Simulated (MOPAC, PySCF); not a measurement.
H₃BS₃, SMILES `SB(S)S`, neutral singlet in the gas phase. 

Z-matrix (Å, degrees):
```
B
S 1 1.8009
H 2 1.3387 1 98.91
S 1 1.8028 2 126.00 3 -0.03
H 4 1.3379 1 98.15 2 0.03
S 1 1.8053 2 118.77 3 179.97
H 6 1.3396 1 97.45 2 0.06
```
Charge 0, spin multiplicity 1.

All levels are single points at this geometry (CAM-B3LYP-D3(BJ)/def2-TZVP); Pople sets use spherical d functions. Orbital energies aren't observables, and empty levels follow the basis.

PM7 in MOPAC gives dipole (D) = 2.15.

Estimate the dipole (D) from each of these levels: CAM-B3LYP-D3(BJ)/def2-TZVP in PySCF; PBE-D3(BJ)/def2-TZVP in PySCF; B3LYP/3-21G in PySCF; B3LYP/LANL2DZ in PySCF; M06-2X/6-31G* in PySCF.


```csv
level,dipole (D)
CAM-B3LYP-D3(BJ)/def2-TZVP in PySCF,1.67
PBE-D3(BJ)/def2-TZVP in PySCF,1.57
B3LYP/3-21G in PySCF,2.31
B3LYP/LANL2DZ in PySCF,2.51
M06-2X/6-31G* in PySCF,1.93
```
